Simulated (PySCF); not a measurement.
TcH from Hartree–Fock to correlated methods

State: ⁵Π (quintet), unpaired electrons σ ↑, π ↑, δ ↑↑. Set-up: PySCF, scalar-relativistic core potentials, basis sets Tc def2-TZVPP with ECP28, H def2-TZVPP. De refers to Tc (4d5 5s2) + H in their high-spin ground configurations, without counterpoise correction. The functionals are run spin-unrestricted. A positive dipole means Tc(−)H(+).

```tsv
Level	Re (Å)	ωe (cm⁻¹)	De (eV)	μ (D)	CPU s a point (SCF and correlation, without the integrals)
ROHF	1.712	1647	n/a	-3.96	0.36
ROHF-MP2	1.604	2047	n/a	n/a	0.65
ROHF-SCS-MP2	1.619	1982	n/a	n/a	n/a
ROHF-CCSD	1.646	1872	1.83	n/a	n/a
ROHF-CCSD(T)	1.642	1890	1.89	n/a	30
PBE	1.639	1899	n/a	-2.04	0.83
BLYP	1.650	1862	n/a	-2.04	0.53
r²SCAN	1.637	1920	n/a	-2.22	2.4
M06-L	1.686	1796	n/a	-2.37	4.6
PBE0	1.641	1882	n/a	-2.43	1.4
M06	1.668	1772	n/a	-2.62	3.4
MN15	1.626	1963	n/a	-2.45	1.6
LC-ωPBE	1.651	1870	n/a	-3.00	1.8
```

(1) What does a quarter of exact exchange do here, going from PBE to PBE0?

(2) What does the step from GGA to meta-GGA do here, going from PBE to r²SCAN?

(3) What does second-order correlation do here, going from ROHF to ROHF-MP2?

Correlated steps freeze no core orbitals. De is left out where the level can put another filling of the metal’s s and d shells below the measured ground configuration, by anything from nothing to about 1 eV. Spin–orbit coupling is left out, which matters for elements this heavy, above all for dissociation energies. Counting both spins, an empty level lies below a filled one in some of these solutions, because spin and occupation are held. With d or f electrons several states lie close, and the lowest PBE0 determinant need not be the measured ground state.

The whole job (state search and all levels along the bond) took about 9.2 min on 1 thread of Intel Xeon Platinum 8488C (shared host), peak memory 1.7 GiB.

Answers

(1) PBE0 less PBE: +0.2 pm in Re, -0.9 % in ωe. Exact exchange removes part of the self-interaction that spreads semilocal densities, and in most molecules shortens and stiffens the bond and lowers De; here Re and ωe go the other way.

(2) r²SCAN less PBE: -0.2 pm in Re, +1.1 % in ωe. 

(3) ROHF-MP2 less ROHF: -10.8 pm in Re, +24.3 % in ωe. Correlation nearly always deepens the well. The bond shortens, as in weak, metallic or heavy-atom bonds, where dispersion and the correlation of outer-core electrons pull the atoms together.
